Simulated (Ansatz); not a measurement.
Two isomers of C2H8BNO: A = `CNB(C)O`, B = `COBCN`.

Gas-phase electronic energies from Ansatz, PBE0-D4/def2-TZVP geometries. CBS: MP2 limit from def2 TZ/QZ plus the TZ coupled-cluster correction, frozen cores. DFT in def2-TZVPP. B3LYP here is the variant with VWN-RPA as its local correlation; programs differ in this. Each species was taken in one conformer, which may not be the lowest.

**Question.** Which isomer does CCSD(T)/CBS put lower? Give the gap. (Best estimate.)

**Answer.** The calculation gave: A, by 50.7 kcal/mol.

**Question.** Give E(B) − E(A) in kcal/mol with B3LYP, CCSD(T)/def2-TZVPP, B2PLYP, PBE0-D4, MP2/def2-TZVPP, HF/def2-TZVPP, PBE-D4. (Best estimate.)

**Answer.** The calculation gave: B3LYP 49.3, CCSD(T)/def2-TZVPP 50.4, B2PLYP 50.2, PBE0-D4 50.8, MP2/def2-TZVPP 52.2, HF/def2-TZVPP 48.2, PBE-D4 50.0. None reverses the order clearly.

Largest T1 diagnostic: 0.012.

From PBE to PBE0 (25 % exact exchange), in def2-TZVPP and without D4, E(B) − E(A) moves by +0.8 kcal/mol. In def2-TZVPP, CCSD(T) changes the Hartree–Fock value by +2.2 kcal/mol (the triples alone add +0.2 kcal/mol) and MP2 by +4.1 kcal/mol.
